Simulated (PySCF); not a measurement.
Ionisation energy of Ti⁷⁺ by level of theory

Ti⁷⁺ [Ne] 3s2 3p3 (4S) → Ti⁸⁺ [Ne] 3s2 3p2 (3P), as a difference of total energies. All numbers are calculated (PySCF 2.14, no relativity, point nucleus, in an even-tempered Gaussian basis (18 s from 0.32 bohr⁻², ratio 2.5; 12 p from 0.42 bohr⁻², ratio 2.5; 5 d from 2.8 bohr⁻², ratio 2.7; 5 f from 4.2 bohr⁻², ratio 2.7)). Correlated levels: outer shells: 1s2 frozen; virtual orbitals above 40 to 60 times the deepest correlated orbital energy dropped. The calculations carry no spin-orbit coupling.

```tsv
method	ionisation energy (eV)
UHF	168.21
MP2 (outer shells)	168.78
SCS-MP2 (outer shells)	168.58
CCSD (outer shells)	168.64
CCSD(T) (outer shells)	168.64
```

Question: How much does correlation contribute at CCSD(T) (outer shells)?

Answer: 168.64 − (168.21) = 0.43 eV, measured against UHF.

A first-order spin-orbit estimate (lowest level to lowest level, LS coupling) adds -0.540 eV.

These non-relativistic numbers lack the scalar-relativistic shift.

For comparison: 170.5 ± 0.4 eV (semi-empirical (NIST evaluation); NIST Atomic Spectra Database, ionization energies).
